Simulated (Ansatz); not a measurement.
`C[N](C)[Sc]([Cl])[N](C)C` at its PBE0-D4/def2-TZVP geometry, where that method's forces vanish. Total charge 0; spin multiplicity 1.

```csv
atom,x (Å),y (Å),z (Å)
C1,1.3261,2.1869,-1.6700
N2,0.4009,1.2042,-1.1498
C3,-0.8032,1.1432,-1.9352
Sc4,0.9507,0.1959,0.4527
Cl5,3.0386,0.6226,1.4436
N6,-0.2413,-1.1704,1.2269
C7,0.2241,-1.8749,2.4014
C8,-1.5474,-1.6194,0.8235
H9,1.6255,1.9587,-2.7039
H10,2.2395,2.2268,-1.0661
H11,0.8899,3.1971,-1.6729
H12,-1.4987,0.3996,-1.5370
H13,-0.5956,0.8723,-2.9816
H14,-1.3295,2.1098,-1.9522
H15,-0.4484,-1.7269,3.2596
H16,1.2188,-1.5268,2.7014
H17,0.2944,-2.9589,2.2262
H18,-1.5543,-2.6935,0.5831
H19,-2.2962,-1.4627,1.6149
H20,-1.8938,-1.0838,-0.0645
```

(1) For each bond, give half the difference of the two atoms' forces along it (eV/Å; positive pushes the atoms apart) under PBE-D4, r2SCAN-D4, B3LYP-D4, ωB97M-V in def2-TZVPP. (Best estimate.)

Answers

(1) Computed: 
```json
{"bond": "C1–N2", "length (Å)": "1.446", "PBE-D4": "0.08", "r2SCAN-D4": "0.14", "B3LYP-D4": "0.19", "ωB97M-V": "0.26"}
{"bond": "C1–H9", "length (Å)": "1.100", "PBE-D4": "0.11", "r2SCAN-D4": "-0.03", "B3LYP-D4": "-0.08", "ωB97M-V": "-0.13"}
{"bond": "C1–H10", "length (Å)": "1.096", "PBE-D4": "0.07", "r2SCAN-D4": "-0.06", "B3LYP-D4": "-0.12", "ωB97M-V": "-0.09"}
{"bond": "N2–C3", "length (Å)": "1.439", "PBE-D4": "0.05", "r2SCAN-D4": "0.10", "B3LYP-D4": "0.16", "ωB97M-V": "0.25"}
{"bond": "N2–Sc4", "length (Å)": "1.972", "PBE-D4": "0.01", "r2SCAN-D4": "0.02", "B3LYP-D4": "0.00", "ωB97M-V": "-0.11"}
{"bond": "C3–H13", "length (Å)": "1.101", "PBE-D4": "0.11", "r2SCAN-D4": "-0.04", "B3LYP-D4": "-0.07", "ωB97M-V": "-0.13"}
{"bond": "Sc4–Cl5", "length (Å)": "2.350", "PBE-D4": "-0.03", "r2SCAN-D4": "-0.02", "B3LYP-D4": "0.05", "ωB97M-V": "0.04"}
{"bond": "Sc4–N6", "length (Å)": "1.972", "PBE-D4": "0.01", "r2SCAN-D4": "0.02", "B3LYP-D4": "0.00", "ωB97M-V": "-0.11"}
{"bond": "N6–C8", "length (Å)": "1.439", "PBE-D4": "0.05", "r2SCAN-D4": "0.10", "B3LYP-D4": "0.16", "ωB97M-V": "0.25"}
{"bond": "C7–H15", "length (Å)": "1.100", "PBE-D4": "0.11", "r2SCAN-D4": "-0.03", "B3LYP-D4": "-0.08", "ωB97M-V": "-0.13"}
{"bond": "C7–H16", "length (Å)": "1.096", "PBE-D4": "0.07", "r2SCAN-D4": "-0.06", "B3LYP-D4": "-0.12", "ωB97M-V": "-0.09"}
{"bond": "C7–H17", "length (Å)": "1.100", "PBE-D4": "0.11", "r2SCAN-D4": "-0.03", "B3LYP-D4": "-0.08", "ωB97M-V": "-0.13"}
{"bond": "C8–H19", "length (Å)": "1.101", "PBE-D4": "0.11", "r2SCAN-D4": "-0.04", "B3LYP-D4": "-0.07", "ωB97M-V": "-0.13"}
```

B3LYP here is the variant with VWN-RPA as its local correlation; programs differ in this.
